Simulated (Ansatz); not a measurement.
Cost and result for the atomization energy of `[Cl][Ga]([Cl])[SeH]` (5 atoms, 4 bonds).

The species carries charge 0 and has multiplicity 1. Correlated methods include outer-core shells of Ga, Se, which these sets cover unevenly. Scalar relativity is left out up to krypton. The geometry is a stationary point of PBE0-D4/def2-TZVP. It is one conformer, not always the lowest. Program: Ansatz. All runs use 4 threads of a server CPU on a shared host. Times are those of one run each, without the atoms' runs, and a repeat can differ threefold. Electronic energies, without spin–orbit coupling; frozen cores. CCSD(T)/CBS adds CCSD(T) − MP2 in def2-TZVPP to the MP2 limit, and its time is that of the two runs behind it. T1 = 0.011. With those shells the extrapolation isn't a true limit. HSE06 is the plane-wave form, built on full-range PBE exchange.

CCSD(T)/CBS is a level of theory with its own doubt, some kJ/mol a heavy atom from the limit and from the frozen cores, so smaller differences don't rank the functionals.

```tsv
level	functions	wall time
PBE0-D4/def2-TZVPP	194	3.4 s
HSE06-D4/def2-TZVPP	194	3.6 s
CAM-B3LYP-D4/def2-TZVPP	194	3.8 s
r2SCAN-D4/def2-TZVPP (with forces)	194	4.9 s
B2PLYP/def2-TZVPP	194	4.9 s
CCSD(T)/def2-SVP	105	4.9 s
PBE-QIDH/def2-TZVPP	194	5 s
r2SCANh-D4/def2-TZVPP	194	6 s
B97M-V/def2-TZVPP	194	7 s
ωB97M-V/def2-TZVPP (with forces)	194	11 s
MP2/def2-QZVPP	348	15 s
CCSD(T)/def2-TZVPP	194	86 s
CCSD(T)/CBS(def2)	–	100 s
```

Question: What atomization energy does each give, and how far from CCSD(T)/CBS? (Best estimate.)

Answer: The calculation gave: 
```
                             level  atomization (kcal/mol)  difference from CCSD(T)/CBS  per bond
                PBE0-D4/def2-TZVPP                   320.2                         -2.8      -0.7
               HSE06-D4/def2-TZVPP                   320.5                         -2.5      -0.6
           CAM-B3LYP-D4/def2-TZVPP                   312.0                        -11.0      -2.8
r2SCAN-D4/def2-TZVPP (with forces)                   325.8                          2.8       0.7
                 B2PLYP/def2-TZVPP                   311.2                        -11.8      -3.0
                  CCSD(T)/def2-SVP                   296.8                        -26.2      -6.6
               PBE-QIDH/def2-TZVPP                   323.1                          0.1       0.0
             r2SCANh-D4/def2-TZVPP                   323.2                          0.2       0.0
                 B97M-V/def2-TZVPP                   324.2                          1.2       0.3
  ωB97M-V/def2-TZVPP (with forces)                   317.6                         -5.4      -1.4
                    MP2/def2-QZVPP                   331.1                          8.1       2.0
                CCSD(T)/def2-TZVPP                   313.9                         -9.1      -2.3
                 CCSD(T)/CBS(def2)                   323.0                          0.0       0.0
```

At CCSD(T), def2-SVP lies −26.2 kcal/mol from the extrapolated value and def2-TZVPP −9.1 kcal/mol: correlation converges slowly with the basis, and small sets miss more of it in the bonded molecule than in its fragments. From PBE to PBE0 (25 % exact exchange), in def2-TZVPP and without D4, the atomization energy moves by −2.9 kcal/mol: exact exchange takes away binding that semilocal exchange gives to molecules. In def2-TZVPP, CCSD(T) changes the Hartree–Fock value by +84.2 kcal/mol (the triples alone add +7.9 kcal/mol) and MP2 by +96.4 kcal/mol; breaking electron pairs costs correlation energy, which Hartree–Fock lacks.
